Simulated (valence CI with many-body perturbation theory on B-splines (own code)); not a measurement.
## I⁴⁰⁺: electric-dipole lines

Method: configuration interaction combined with many-body perturbation theory (CI+MBPT): three valence electrons over a frozen Dirac-Fock core [Ne], radial functions for each j: 11 s, 11 p, 10 d, 8 f, 5 g, 2 h, with the one-electron correlation potential Σ1, the two-electron term Σ2, the three-electron term Σ3, Breit, model QED; selected CI, second order for the rest, scaled by the run's own slope (own B-spline code, finite nucleus).

No measured spectrum was set against this ion. As an estimate, large intervals hold to a few tenths of a per cent, small ones and those within an open d or f shell to about a per cent.

Lines 201 to 250 of 581 in falling wavelength, among levels below 1433.0 eV, chosen from the strongest by gf and those to the six lowest levels. Wavelengths and rates use the calculated energies. Electric multipoles are in the length gauge, E1 and E2 with the static RPA response of the core. Weak lines are less certain than strong ones. Lines between different terms over intervals too small for the method are left out, as are lines whose strength nearly cancels. Where a level lies close to another of its J and parity, the split of strength between their lines is uncertain. The highest levels of a list are the least certain.

Levels are named by their leading jj configuration (3d3/2^4 stands for four electrons in 3d with j = 3/2), which in mixed levels can hold well under half, so a name can repeat and another be missing. Letters in brackets count levels of one name in rising energy.

| λ vac (Å) | Upper | Lower | A (s⁻¹) | S (a.u.) |
| --- | --- | --- | --- | --- |
| 73.94 | (3p1/2 3d5/2^2) J=3/2 | (3p1/2 3p3/2 3d5/2) J=3/2 [a] | 5.91e+10 | 4.72e-02 |
| 73.87 | (3p3/2 3d3/2 3d5/2) J=1/2 [b] | (3p3/2^2 3d3/2) J=3/2 [b] | 1.72e+11 | 6.83e-02 |
| 73.78 | (3s 3p1/2 3d5/2) J=5/2 [b] | (3s 3p1/2 3p3/2) J=5/2 | 4.29e+10 | 5.11e-02 |
| 73.77 | (3s 3p1/2 3d5/2) J=3/2 | (3s 3p1/2 3p3/2) J=5/2 | 2.93e+10 | 2.32e-02 |
| 73.70 | (3p3/2 3d5/2^2) J=5/2 [a] | (3p3/2^2 3d5/2) J=7/2 | 3.26e+10 | 3.87e-02 |
| 73.68 | (3p3/2 3d3/2 3d5/2) J=1/2 [a] | (3p3/2^2 3d3/2) J=1/2 [a] | 6.77e+10 | 2.67e-02 |
| 73.64 | (3p3/2 3d5/2^2) J=7/2 [b] | (3s 3d5/2^2) J=7/2 | 8.90e+10 | 1.40e-01 |
| 73.59 | (3p3/2^2 3d3/2) J=5/2 | (3s 3p3/2 3d3/2) J=5/2 [b] | 2.23e+10 | 2.63e-02 |
| 73.49 | (3d3/2 3d5/2^2) J=3/2 [a] | (3p3/2 3d3/2 3d5/2) J=3/2 [a] | 3.43e+10 | 2.69e-02 |
| 73.46 | (3p3/2 3d3/2 3d5/2) J=5/2 [d] | (3p3/2^2 3d3/2) J=7/2 | 4.58e+10 | 5.38e-02 |
| 73.42 | (3p1/2 3p3/2 3d3/2) J=5/2 [b] | (3s 3p1/2 3d5/2) J=3/2 | 2.17e+10 | 2.54e-02 |
| 73.38 | (3s 3p3/2 3d5/2) J=3/2 [b] | (3s 3p3/2^2) J=1/2 | 9.53e+10 | 7.44e-02 |
| 73.36 | (3d3/2 3d5/2^2) J=1/2 | (3p3/2 3d3/2 3d5/2) J=1/2 [a] | 6.25e+10 | 2.43e-02 |
| 73.29 | (3s 3d5/2^2) J=3/2 | (3s 3p3/2 3d3/2) J=3/2 [b] | 5.37e+10 | 4.17e-02 |
| 73.28 | (3p3/2 3d3/2 3d5/2) J=7/2 [a] | (3s 3d3/2 3d5/2) J=5/2 [a] | 8.38e+10 | 1.30e-01 |
| 73.27 | (3p1/2 3d5/2^2) J=1/2 | (3s 3d3/2^2) J=3/2 | 6.41e+10 | 2.49e-02 |
| 73.12 | (3p3/2^2 3d5/2) J=5/2 [a] | (3s 3p3/2 3d5/2) J=3/2 [b] | 1.20e+11 | 1.39e-01 |
| 73.10 | (3p3/2 3d3/2 3d5/2) J=5/2 [c] | (3p3/2^2 3d3/2) J=3/2 [a] | 9.17e+10 | 1.06e-01 |
| 73.06 | (3s 3d3/2 3d5/2) J=3/2 [a] | (3s 3p3/2 3d3/2) J=1/2 [a] | 9.03e+10 | 6.95e-02 |
| 72.98 | (3s 3p3/2 3d5/2) J=3/2 [a] | (3s^2 3d5/2) J=5/2 | 4.33e+10 | 3.32e-02 |
| 72.94 | (3s 3p3/2 3d5/2) J=7/2 [b] | (3s 3p3/2^2) J=5/2 | 2.55e+11 | 3.90e-01 |
| 72.81 | (3p3/2 3d5/2^2) J=5/2 [b] | (3s 3d5/2^2) J=7/2 | 8.21e+10 | 9.38e-02 |
| 72.73 | (3p3/2^2 3d3/2) J=3/2 [b] | (3s 3p3/2 3d5/2) J=1/2 | 9.43e+10 | 7.16e-02 |
| 72.69 | (3p3/2^2 3d3/2) J=3/2 [a] | (3s 3p3/2 3d3/2) J=3/2 [b] | 5.71e+10 | 4.33e-02 |
| 72.58 | (3d3/2 3d5/2^2) J=9/2 | (3p3/2 3d3/2 3d5/2) J=9/2 [a] | 5.86e+10 | 1.11e-01 |
| 72.42 | (3p3/2 3d3/2 3d5/2) J=5/2 [b] | (3s 3d3/2 3d5/2) J=5/2 [b] | 3.21e+10 | 3.61e-02 |
| 72.41 | (3p3/2 3d3/2 3d5/2) J=7/2 [b] | (3s 3d3/2 3d5/2) J=5/2 [b] | 7.27e+10 | 1.09e-01 |
| 72.35 | (3d3/2 3d5/2^2) J=5/2 [b] | (3p3/2 3d3/2 3d5/2) J=5/2 [b] | 6.03e+10 | 6.77e-02 |
| 72.29 | (3p3/2 3d3/2^2) J=7/2 | (3s 3d3/2 3d5/2) J=7/2 [a] | 3.90e+10 | 5.82e-02 |
| 72.00 | (3p3/2 3d5/2^2) J=1/2 | (3s 3d5/2^2) J=3/2 | 1.13e+11 | 4.15e-02 |
| 71.94 | (3p3/2 3d3/2 3d5/2) J=9/2 [a] | (3s 3d3/2 3d5/2) J=7/2 [a] | 1.00e+11 | 1.84e-01 |
| 71.92 | (3p1/2 3p3/2 3d5/2) J=3/2 [b] | (3p1/2 3p3/2^2) J=5/2 | 3.60e+10 | 2.64e-02 |
| 71.92 | (3p3/2 3d5/2^2) J=7/2 [a] | (3s 3d5/2^2) J=5/2 | 3.83e+10 | 5.62e-02 |
| 71.91 | (3p3/2 3d5/2^2) J=3/2 [b] | (3s 3d5/2^2) J=1/2 | 9.30e+10 | 6.82e-02 |
| 71.90 | (3d3/2^2 3d5/2) J=5/2 [b] | (3p3/2 3d3/2^2) J=7/2 | 2.16e+10 | 2.38e-02 |
| 71.89 | (3s 3d3/2 3d5/2) J=7/2 [b] | (3s 3p3/2 3d3/2) J=7/2 | 5.02e+10 | 7.37e-02 |
| 71.85 | (3s 3p3/2 3d5/2) J=3/2 [a] | (3s^2 3d3/2) J=3/2 | 4.33e+10 | 3.17e-02 |
| 71.84 | (3p3/2 3d3/2 3d5/2) J=5/2 [a] | (3s 3d3/2 3d5/2) J=3/2 [a] | 9.13e+10 | 1.00e-01 |
| 71.74 | (3s 3d5/2^2) J=5/2 | (3s 3p3/2 3d5/2) J=5/2 [a] | 1.29e+11 | 1.41e-01 |
| 71.72 | (3p3/2 3d3/2 3d5/2) J=3/2 [d] | (3p3/2^2 3d3/2) J=5/2 | 3.67e+10 | 2.67e-02 |
| 71.71 | (3p3/2 3d3/2 3d5/2) J=3/2 [b] | (3s 3d3/2 3d5/2) J=5/2 [b] | 3.15e+10 | 2.29e-02 |
| 71.70 | (3p3/2^2 3d3/2) J=7/2 | (3s 3p3/2 3d3/2) J=5/2 [b] | 2.40e+11 | 3.49e-01 |
| 71.67 | (3d3/2 3d5/2^2) J=7/2 [b] | (3p3/2 3d3/2 3d5/2) J=7/2 [b] | 3.80e+10 | 5.52e-02 |
| 71.64 | (3p3/2 3d3/2 3d5/2) J=5/2 [b] | (3s 3d3/2 3d5/2) J=3/2 [b] | 3.26e+10 | 3.55e-02 |
| 71.53 | (3s 3p3/2 3d5/2) J=5/2 [a] | (3s^2 3d5/2) J=5/2 | 1.32e+11 | 1.44e-01 |
| 71.47 | (3p3/2 3d3/2 3d5/2) J=7/2 [b] | (3s 3d3/2 3d5/2) J=7/2 [b] | 8.23e+10 | 1.19e-01 |
| 71.25 | (3p3/2 3d3/2 3d5/2) J=1/2 [a] | (3s 3d3/2 3d5/2) J=3/2 [a] | 7.48e+10 | 2.67e-02 |
| 71.16 | (3p1/2 3p3/2 3d5/2) J=3/2 [a] | (3s 3p1/2 3d5/2) J=3/2 | 8.64e+10 | 6.15e-02 |
| 71.11 | (3d5/2^3) J=3/2 | (3p3/2 3d5/2^2) J=5/2 [a] | 7.08e+10 | 5.02e-02 |
| 71.10 | (3s 3d3/2 3d5/2) J=7/2 [b] | (3s 3p3/2 3d3/2) J=5/2 [a] | 3.03e+10 | 4.29e-02 |
